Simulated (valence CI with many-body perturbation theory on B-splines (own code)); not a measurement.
## E1 transitions of Hf LXVI

Method: relativistic CI+MBPT: five valence electrons over a frozen Dirac-Fock core [He], a basis of 9 s, 9 p, 8 d, 6 f, 3 g, 1 h functions for each j, with the one-electron correlation potential Σ1, the two-electron term Σ2, the three-electron term Σ3, Breit, model QED; selected CI, second order for the rest (own B-spline code, finite nucleus).

The last digits are not significant, and no measured levels were compared; by estimate large intervals hold to a few tenths of a per cent, small ones and those within an open d or f shell to about a per cent. Among the levels kept, up to 1100 cm⁻¹ of a level comes from second order outside the variational space, and about a tenth of that is noise between levels of different J, which matters for small intervals.

Lines 51 to 100 of 260 in falling wavelength, among levels below 775.15 Ry, chosen from the strongest by gf and those to the six lowest levels. Wavelengths and rates use the calculated energies. Electric multipoles are in the length gauge, E1 and E2 with the static RPA response of the core. Weak lines are less certain than strong ones. Lines between different terms over intervals too small for the method are left out, as are lines whose strength nearly cancels. The highest levels of a list are the least certain.

Levels are named by their leading jj configuration (3d3/2^4 stands for four electrons in 3d with j = 3/2), which in mixed levels can hold well under half, so a name can repeat and another be missing. Letters in brackets count levels of one name in rising energy.

| λ vac (nm) | Upper | Lower | A (s⁻¹) | log gf | Branch % |
| --- | --- | --- | --- | --- | --- |
| 2.716 | (2s 2p1/2^2 2p3/2 3d3/2) J=5/2 [a] | (2s 2p1/2^2 2p3/2 3p1/2) J=5/2 | 3.86e+11 | -0.59 | 0.3 |
| 2.715 | (2s^2 2p1/2 2p3/2 3p3/2) J=3/2 [a] | (2s^2 2p1/2 2p3/2 3s) J=5/2 | 9.76e+10 | -1.37 | 2.6 |
| 2.711 | (2s 2p1/2^2 2p3/2 3d3/2) J=5/2 [a] | (2s 2p1/2^2 2p3/2 3p1/2) J=3/2 [a] | 3.35e+11 | -0.66 | 0.2 |
| 2.692 | (2s 2p1/2^2 2p3/2 3p3/2) J=5/2 [b] | (2s 2p1/2^2 2p3/2 3s) J=3/2 [b] | 9.53e+11 | -0.21 | 0.4 |
| 2.687 | (2s^2 2p1/2 2p3/2 3d3/2) J=3/2 [a] | (2s^2 2p1/2 2p3/2 3p1/2) J=3/2 [a] | 2.95e+11 | -0.89 | 0.1 |
| 2.686 | (2s 2p1/2^2 2p3/2 3d3/2) J=3/2 [a] | (2s 2p1/2^2 2p3/2 3p1/2) J=5/2 | 1.65e+11 | -1.15 | 0.1 |
| 2.683 | (2s^2 2p1/2 2p3/2 3p3/2) J=1/2 [a] | (2s^2 2p1/2 2p3/2 3s) J=1/2 | 7.56e+11 | -0.79 | 7.5 |
| 2.681 | (2s 2p1/2^2 2p3/2 3d3/2) J=3/2 [a] | (2s 2p1/2^2 2p3/2 3p1/2) J=3/2 [a] | 6.00e+11 | -0.59 | 0.2 |
| 2.680 | (2s 2p1/2^2 2p3/2 3d3/2) J=5/2 [b] | (2s 2p1/2^2 2p3/2 3p1/2) J=3/2 [b] | 7.37e+11 | -0.32 | 1.4 |
| 2.679 | (2s^2 2p1/2 2p3/2 3d3/2) J=5/2 [a] | (2s^2 2p1/2 2p3/2 3p1/2) J=3/2 [a] | 6.02e+11 | -0.41 | 0.4 |
| 2.675 | (2s^2 2p1/2 2p3/2 3p3/2) J=7/2 | (2s^2 2p1/2 2p3/2 3s) J=5/2 | 1.10e+12 | -0.02 | 34.1 |
| 2.674 | (2s^2 2p1/2^2 3d3/2) J=3/2 | (2s^2 2p1/2^2 3p1/2) J=1/2 | 7.48e+11 | -0.49 | 0.3 |
| 2.667 | (2s 2p1/2^2 2p3/2 3d3/2) J=7/2 | (2s 2p1/2^2 2p3/2 3p1/2) J=5/2 | 7.13e+11 | -0.22 | 3.9 |
| 2.662 | (2s^2 2p1/2 2p3/2 3d3/2) J=7/2 | (2s^2 2p1/2 2p3/2 3p1/2) J=5/2 | 7.45e+11 | -0.20 | 2.9 |
| 2.659 | (2s^2 2p1/2 2p3/2 3p3/2) J=3/2 [a] | (2s^2 2p1/2 2p3/2 3s) J=1/2 | 3.66e+11 | -0.81 | 9.6 |
| 2.656 | (2s 2p1/2^2 2p3/2 3d3/2) J=1/2 [a] | (2s 2p1/2^2 2p3/2 3p1/2) J=3/2 [a] | 7.98e+11 | -0.77 | 0.6 |
| 2.652 | (2s^2 2p1/2 2p3/2 3p3/2) J=5/2 [a] | (2s^2 2p1/2 2p3/2 3s) J=3/2 [a] | 1.15e+12 | -0.14 | 29.0 |
| 2.651 | (2s^2 2p1/2 2p3/2 3d3/2) J=3/2 [a] | (2s^2 2p1/2 2p3/2 3p1/2) J=1/2 | 4.26e+11 | -0.75 | 0.1 |
| 2.644 | (2s 2p1/2^2 2p3/2 3p3/2) J=5/2 [a] | (2s 2p1/2^2 2p3/2 3s) J=3/2 [a] | 4.62e+11 | -0.54 | 0.2 |
| 2.636 | (2s 2p1/2^2 2p3/2 3p3/2) J=7/2 | (2s 2p1/2^2 2p3/2 3s) J=5/2 | 1.05e+12 | -0.06 | 10.8 |
| 2.623 | (2s 2p1/2^2 2p3/2 3d3/2) J=1/2 [b] | (2s 2p1/2^2 2p3/2 3p1/2) J=1/2 | 6.54e+11 | -0.87 | 0.2 |
| 2.620 | (2s 2p1/2^2 2p3/2 3p3/2) J=1/2 [a] | (2s 2p1/2^2 2p3/2 3s) J=3/2 [a] | 1.01e+12 | -0.68 | 0.2 |
| 2.618 | (2s^2 2p1/2 2p3/2 3d3/2) J=1/2 [a] | (2s^2 2p1/2 2p3/2 3p1/2) J=1/2 | 6.92e+11 | -0.85 | 0.3 |
| 2.603 | (2s^2 2p1/2 2p3/2 3p3/2) J=3/2 [a] | (2s^2 2p1/2 2p3/2 3s) J=3/2 [a] | 2.10e+11 | -1.07 | 5.5 |
| 2.601 | (2s^2 2p1/2^2 3p3/2) J=3/2 | (2s^2 2p1/2^2 3s) J=1/2 | 1.21e+12 | -0.31 | 46.5 |
| 2.596 | (2s^2 2p1/2 2p3/2 3p3/2) J=3/2 [b] | (2s^2 2p1/2 2p3/2 3s) J=3/2 [b] | 4.88e+11 | -0.71 | 10.8 |
| 2.595 | (2s 2p1/2^2 2p3/2 3p3/2) J=3/2 [b] | (2s 2p1/2^2 2p3/2 3s) J=3/2 [b] | 5.02e+11 | -0.69 | 0.3 |
| 2.584 | (2s 2p1/2^2 2p3/2 3p3/2) J=3/2 [a] | (2s 2p1/2^2 2p3/2 3s) J=5/2 | 2.50e+11 | -1.00 | 0.1 |
| 2.577 | (2s^2 2p1/2 2p3/2 3d3/2) J=5/2 [b] | (2s^2 2p1/2 2p3/2 3p1/2) J=5/2 | 3.04e+11 | -0.74 | 0.0 |
| 2.561 | (2s^2 2p1/2 2p3/2 3p3/2) J=3/2 [b] | (2s^2 2p1/2 2p3/2 3s) J=5/2 | 1.77e+11 | -1.16 | 3.9 |
| 2.557 | (2s^2 2p1/2 2p3/2 3p3/2) J=5/2 [b] | (2s^2 2p1/2 2p3/2 3s) J=3/2 [b] | 6.40e+11 | -0.42 | 18.8 |
| 2.547 | (2s^2 2p1/2 2p3/2 3d3/2) J=3/2 [b] | (2s^2 2p1/2 2p3/2 3p1/2) J=5/2 | 2.04e+11 | -1.10 | 0.0 |
| 2.544 | (2s 2p1/2^2 2p3/2 3p3/2) J=3/2 [b] | (2s 2p1/2^2 2p3/2 3s) J=1/2 | 6.77e+11 | -0.58 | 0.3 |
| 2.523 | (2s^2 2p1/2 2p3/2 3p3/2) J=5/2 [b] | (2s^2 2p1/2 2p3/2 3s) J=5/2 | 6.77e+11 | -0.41 | 19.9 |
| 2.520 | (2s 2p1/2^2 2p3/2 3p3/2) J=1/2 [b] | (2s 2p1/2^2 2p3/2 3s) J=1/2 | 9.54e+11 | -0.74 | 4.0 |
| 2.512 | (2s^2 2p1/2 2p3/2 3p3/2) J=3/2 [b] | (2s^2 2p1/2 2p3/2 3s) J=1/2 | 3.56e+11 | -0.87 | 7.9 |
| 2.492 | (2s 2p1/2^2 2p3/2 3p3/2) J=5/2 [a] | (2s 2p1/2^2 2p3/2 3s) J=5/2 | 7.04e+11 | -0.41 | 0.3 |
| 2.462 | (2s^2 2p1/2 2p3/2 3p3/2) J=3/2 [b] | (2s^2 2p1/2 2p3/2 3s) J=3/2 [a] | 3.88e+11 | -0.85 | 8.6 |
| 2.443 | (2s^2 2p1/2 2p3/2 3p3/2) J=1/2 [b] | (2s^2 2p1/2 2p3/2 3s) J=3/2 [b] | 1.28e+12 | -0.64 | 18.8 |
| 2.368 | (2s^2 2p1/2 2p3/2 3p3/2) J=1/2 [b] | (2s^2 2p1/2 2p3/2 3s) J=1/2 | 3.27e+11 | -1.26 | 4.8 |
| 2.322 | (2s 2p1/2^2 2p3/2 3p3/2) J=5/2 [b] | (2s 2p1/2^2 2p3/2 3s) J=3/2 [a] | 1.33e+11 | -1.19 | 0.1 |
| 1.437 | (2s^2 2p3/2^3) J=3/2 | (2s 2p1/2^2 2p3/2^2) J=1/2 | 4.68e+09 | -3.24 | 7.8 |
| 1.285 | (2s^2 2p3/2^3) J=3/2 | (2s 2p1/2^2 2p3/2^2) J=5/2 | 6.83e+09 | -3.17 | 11.3 |
| 0.8231 | (2s 2p1/2 2p3/2^3) J=3/2 [a] | (2s^2 2p1/2 2p3/2^2) J=1/2 | 6.00e+10 | -2.61 | 0.8 |
| 0.7985 | (2s 2p1/2^2 2p3/2^2) J=5/2 | (2s^2 2p1/2^2 2p3/2) J=3/2 | 2.22e+12 | -0.89 | 97.9 |
| 0.7966 | (2s 2p1/2 2p3/2^3) J=3/2 [a] | (2s^2 2p1/2 2p3/2^2) J=5/2 | 2.41e+11 | -2.04 | 3.2 |
| 0.7850 | (2s 2p1/2 2p3/2^3) J=3/2 [a] | (2s^2 2p1/2 2p3/2^2) J=3/2 | 7.16e+12 | -0.58 | 95.4 |
| 0.7763 | (2s 2p1/2 2p3/2^3) J=5/2 | (2s^2 2p1/2 2p3/2^2) J=5/2 | 7.05e+12 | -0.42 | 93.5 |
| 0.7706 | (2s 2p1/2 2p3/2^3) J=1/2 | (2s^2 2p1/2 2p3/2^2) J=1/2 | 5.04e+12 | -1.05 | 26.5 |
| 0.7692 | (2s 2p1/2^2 2p3/2 3p3/2) J=5/2 [b] | (2s^2 2p1/2^2 3p3/2) J=3/2 | 9.23e+12 | -0.31 | 4.1 |

**Question.** How does gf follow from A for the line at 2.711 nm?

**Answer.** gf = 1.4992 × (2J+1)_upper × A / σ², with σ = 3688706 cm⁻¹ and 2J+1 = 6: gf = 0.221.
